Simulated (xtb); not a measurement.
SiCl2Br2, SMILES Cl[Si](Cl)(Br)Br. All values are semi-empirical tight-binding results from xtb (GFN2-xTB unless named), good for trends rather than for accurate numbers. Geometry: GFN2-xTB.

Optimised geometry:

```xyz
5

Cl     0.0000    -1.6640     1.6047
Si     0.0000     0.0000     0.4789
Cl     0.0000     1.6640     1.6047
Br     1.7332     0.0000    -0.8752
Br    -1.7332     0.0000    -0.8752
```
Charge 0, spin multiplicity 1.

Computed properties:
| Quantity | Value |
|---|---|
| point group as xtb finds it | C2v |
| orbital gap | 6.51 eV |
| zero-point energy | 3.5 kcal/mol |
| G − E(el) at 298.15 K (modified RRHO) | -18.3 kcal/mol |
| static polarisability (D4 model) | 98.4 bohr³ |
| solvation energy, GFN2-xTB/ALPB(water) | 0.2 kcal/mol |
| solvation energy, GFN2-xTB/ALPB(benzene) | -5.3 kcal/mol |

Q: Give the atomic charges and the Wiberg bond orders between heavy atoms. (An estimate is asked for; the answer gives what the named calculation found.)

A: charges (e) Cl1 -0.19, Si2 0.56, Cl3 -0.19, Br4 -0.09, Br5 -0.09. Bond orders Cl1–Si2 1.09, Si2–Cl3 1.09, Si2–Br4 1.12, Si2–Br5 1.12.
